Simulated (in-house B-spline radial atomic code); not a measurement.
Checks on a self-consistent run for Pd V (Pd4+), [Kr] 4d5 8g1. Level of theory: Dirac-Hartree-Fock, average of configuration, Fermi nucleus of rms radius 4.5318 fm; calculated with a B-spline radial code for spherical atoms.

```json
{"orbital": "1s1/2", "q": "2", "ε (Eh)": "-902.99429", "<1/r>": "48.2403", "<r²>": "0.00137051", "small-component weight": "0.02835"}
{"orbital": "2s1/2", "q": "2", "ε (Eh)": "-137.37527", "<1/r>": "11.1124", "<r²>": "0.0224299", "small-component weight": "0.0059378"}
{"orbital": "2p1/2", "q": "2", "ε (Eh)": "-127.22509", "<1/r>": "11.0548", "<r²>": "0.0168809", "small-component weight": "0.005915"}
{"orbital": "2p3/2", "q": "4", "ε (Eh)": "-121.33714", "<1/r>": "10.4223", "<r²>": "0.0182018", "small-component weight": "0.0056885"}
{"orbital": "3s1/2", "q": "2", "ε (Eh)": "-28.44297", "<1/r>": "3.88638", "<r²>": "0.162359", "small-component weight": "0.0016674"}
{"orbital": "3p1/2", "q": "2", "ε (Eh)": "-24.39006", "<1/r>": "3.78221", "<r²>": "0.158603", "small-component weight": "0.0016049"}
{"orbital": "3p3/2", "q": "4", "ε (Eh)": "-23.32853", "<1/r>": "3.6322", "<r²>": "0.167393", "small-component weight": "0.0015469"}
{"orbital": "3d3/2", "q": "4", "ε (Eh)": "-16.21211", "<1/r>": "3.44797", "<r²>": "0.149659", "small-component weight": "0.0014179"}
{"orbital": "3d5/2", "q": "6", "ε (Eh)": "-16.00356", "<1/r>": "3.40867", "<r²>": "0.152392", "small-component weight": "0.0014002"}
{"orbital": "4s1/2", "q": "2", "ε (Eh)": "-6.58445", "<1/r>": "1.47063", "<r²>": "0.975021", "small-component weight": "0.00040753"}
{"orbital": "4p1/2", "q": "2", "ε (Eh)": "-5.18838", "<1/r>": "1.36521", "<r²>": "1.10811", "small-component weight": "0.00036202"}
{"orbital": "4p3/2", "q": "4", "ε (Eh)": "-5.00423", "<1/r>": "1.32373", "<r²>": "1.16238", "small-component weight": "0.00034842"}
{"orbital": "4d3/2", "q": "2", "ε (Eh)": "-2.96501", "<1/r>": "1.09063", "<r²>": "1.6611", "small-component weight": "0.00025071"}
{"orbital": "4d5/2", "q": "3", "ε (Eh)": "-2.94063", "<1/r>": "1.0801", "<r²>": "1.68818", "small-component weight": "0.00024704"}
{"orbital": "8g7/2", "q": "0.44444", "ε (Eh)": "-0.19589", "<1/r>": "0.0789263", "<r²>": "331.493", "small-component weight": "5.3096e-06"}
{"orbital": "8g9/2", "q": "0.55556", "ε (Eh)": "-0.19589", "<1/r>": "0.078932", "<r²>": "331.473", "small-component weight": "5.3105e-06"}
```

Electron-electron repulsion V_ee = 1799.4787 hartree.

Q: What total energy follows from the eigenvalues?

A: The eigenvalues count the repulsion twice, so E = Σqε - V_ee = -3238.898 - 1799.479 = -5038.377 hartree; the run printed -5038.377.

Q: Does the Dirac virial theorem hold?

A: For a point nucleus E = -2c²Σq·w, with w the small-component weight. Here Σq·w = 0.13415 and c = 137.0360, so the ratio E/(-2c²Σq·w) is 1.000036; the finite nucleus accounts for the departure from 1.

Q: What diamagnetic shielding (Lamb formula) and susceptibility (Langevin formula) do the radii give?

A: σ = (α²/3)Σq<1/r> = 263.081/(3·137.036²) = 4669.8 ppm, and χ = -0.79199×10⁻⁶·Σq<r²> = -278.5×10⁻⁶ cm³/mol with Σq<r²> = 351.66 bohr². Both are non-relativistic formulas without the paramagnetism of open shells.
